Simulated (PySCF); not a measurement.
Electron correlation in Sn³⁶⁺ (tin, charge +36)

[Ne] 3s2 3p2, high-spin 3P determinant. Calculation: PySCF 2.14, in an even-tempered Gaussian basis (18 s from 5.9 bohr⁻², ratio 2.5; 12 p from 7.7 bohr⁻², ratio 2.5; 4 d from 32 bohr⁻², ratio 2.7; 4 f from 48 bohr⁻², ratio 2.7); the spin-free X2C one-electron Hamiltonian (Gaussian nucleus). Frozen: 1s2; 12 electrons correlated; the 21 highest virtual orbitals of each spin left out.

```
  level  correlation energy (mhartree)
   CCSD                        -513.82
    (T)                          -1.10
CCSD(T)                        -514.92
```

Diagnostics: T1 = 0.00074, D1 = 0.0032, largest double amplitude 0.058.

Spin-orbit coupling is strong in this species (close to jj coupling), so the high-spin LS determinant is a model state, not a physical level.

Cost of the coupled-cluster step: roughly 60 core-seconds, for 12 correlated electrons.

Iterations:

```
CC2 = 0
CCSD nocc = (np.int64(7), np.int64(5)), nmo = (80, 80)
frozen orbitals [[0, 81, 82, 83, 84, 85, 86, 87, 88, 89, 90, 91, 92, 93, 94, 95, 96, 97, 98, 99, 100, 101], [0, 81, 82, 83, 84, 85, 86, 87, 88, 89, 90, 91, 92, 93, 94, 95, 96, 97, 98, 99, 100, 101]]
max_cycle = 100
direct = 0
conv_tol = 1e-08
conv_tol_normt = 1e-06
diis_space = 8
diis_start_cycle = 0
Init t2, MP2 energy = -0.492449364194204
Init E_corr(UCCSD) = -0.492449364197657
cycle = 1  E_corr(UCCSD) = -0.508566678626947  dE = -0.0161173144  norm(t1,t2) = 0.0142344
cycle = 2  E_corr(UCCSD) = -0.512434320013103  dE = -0.00386764139  norm(t1,t2) = 0.00396252
cycle = 3  E_corr(UCCSD) = -0.513834722631211  dE = -0.00140040262  norm(t1,t2) = 0.00117762
cycle = 4  E_corr(UCCSD) = -0.513815433959525  dE = 1.92886717e-05  norm(t1,t2) = 6.23477e-05
cycle = 5  E_corr(UCCSD) = -0.513815656427288  dE = -2.22467763e-07  norm(t1,t2) = 2.46001e-06
cycle = 6  E_corr(UCCSD) = -0.513815632002018  dE = 2.44252697e-08  norm(t1,t2) = 1.39506e-07
cycle = 7  E_corr(UCCSD) = -0.513815631695516  dE = 3.06502601e-10  norm(t1,t2) = 1.40428e-08
UCCSD converged
E(UCCSD) = -5094.156623569907  E_corr = -0.5138156316955157
UCCSD(T) correction = -0.00109771270492602
```

At this charge the one-electron X2C treatment keeps the bare 1/r₁₂, with no two-electron picture change or Breit term. The effect here is smaller than on the frozen 1s shell; and a scalar Hamiltonian misses the large spin-orbit splitting of the p shells, which matters for ns² → np² pairs.

Spin-orbit coupling is strong in this species, so the high-spin LS determinant is a model state.
